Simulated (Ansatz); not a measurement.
Consider the redistribution: `C=C[Si](C)(N)O` + `[NH2][AlH][OH]` → `C=C[Si](N)(N)O` + `[CH3][AlH][OH]`.

Isolated molecules relaxed with PBE0-D4/def2-TZVP in Ansatz; ΔE leaves out vibrations. CBS: MP2 limit from def2 TZ/QZ plus the TZ coupled-cluster correction, frozen cores. This one scheme is used for every species. Functionals use def2-TZVPP. B3LYP here is the variant with VWN-RPA as its local correlation; programs differ in this. One conformer a species, not always the lowest.

`C=C[Si](C)(N)O`:

```xyz
15

C    -0.303    2.237   -0.528
C    -1.004    1.119   -0.356
Si   -0.252   -0.551   -0.039
C     1.601   -0.495   -0.216
N    -0.578   -1.211    1.519
O    -0.989   -1.523   -1.152
H    -0.774    3.202   -0.693
H     0.784    2.239   -0.516
H    -2.091    1.196   -0.391
H     2.028   -1.490   -0.065
H     1.884   -0.156   -1.215
H     2.061    0.179    0.512
H    -1.525   -1.262    1.858
H     0.057   -1.019    2.277
H    -0.901   -2.465   -0.994
```

`[NH2][AlH][OH]`:

```xyz
7

N     0.672    1.132   -0.231
Al    0.090   -0.489    0.133
O    -1.588   -0.736    0.053
H     0.089    1.914   -0.480
H     1.641    1.403   -0.218
H     1.097   -1.645    0.511
H    -2.001   -1.577    0.232
```

`C=C[Si](N)(N)O`:

Z-matrix (Å, degrees):
```
Si
C 1 1.857
N 1 1.718 2 118.9
N 1 1.708 2 107.5 3 117.6
O 1 1.651 2 102.5 3 -116.3
C 2 1.331 1 123.9 3 -92.5
H 2 1.089 1 118.2 3 86.6
H 3 1.007 1 118.9 2 -72.2
H 3 1.008 1 119.2 2 68.1
H 4 1.006 1 121.1 2 44.2
H 4 1.006 1 120.5 2 -166.1
H 5 0.958 1 116.1 2 178.4
H 6 1.087 2 122.4 1 179.1
H 6 1.087 2 121.4 1 -0.8
```

`[CH3][AlH][OH]`:

```xyz
8

C    -0.453   -1.179   -0.105
Al    0.510    0.479    0.191
O    -0.254    1.927   -0.269
H     0.082   -1.823   -0.811
H    -1.455   -1.002   -0.504
H    -0.552   -1.751    0.823
H     1.962    0.565    0.832
H     0.159    2.783   -0.157
```

| level | ΔE (kJ/mol) | difference from CCSD(T)/CBS |
| --- | --- | --- |
| PBE-D4 | 21.0 | -2.5 |
| r2SCAN-D4 | 22.6 | -0.9 |
| PBE0-D4 | 20.6 | -2.9 |
| B3LYP-D4 | 22.2 | -1.3 |
| ωB97X-V | 22.1 | -1.4 |
| ωB97M-V | 20.7 | -2.8 |
| B2PLYP | 22.5 | -1.0 |
| PBE | 20.6 | -2.9 |
| r2SCAN | 22.4 | -1.1 |
| PBE0 | 20.2 | -3.3 |
| B3LYP | 21.7 | -1.8 |
| HF/def2-TZVPP | 21.5 | -2.0 |
| MP2/def2-TZVPP | 23.8 | 0.3 |
| SCS-MP2/def2-TZVPP | 24.2 | 0.7 |
| CCSD/def2-TZVPP | 22.9 | -0.6 |
| CCSD(T)/def2-TZVPP | 22.8 | -0.7 |
| HF/def2-QZVPP | 22.0 | -1.5 |
| MP2/def2-QZVPP | 24.4 | 0.9 |
| SCS-MP2/def2-QZVPP | 24.7 | 1.2 |
| HF/CBS(def2) | 22.0 | -1.5 |
| MP2/CBS(def2) | 24.6 | 1.1 |
| CCSD/CBS(def2) | 23.6 | 0.1 |
| CCSD(T)/CBS | 23.5 | 0 |

Largest T1 diagnostic among the species: 0.011.
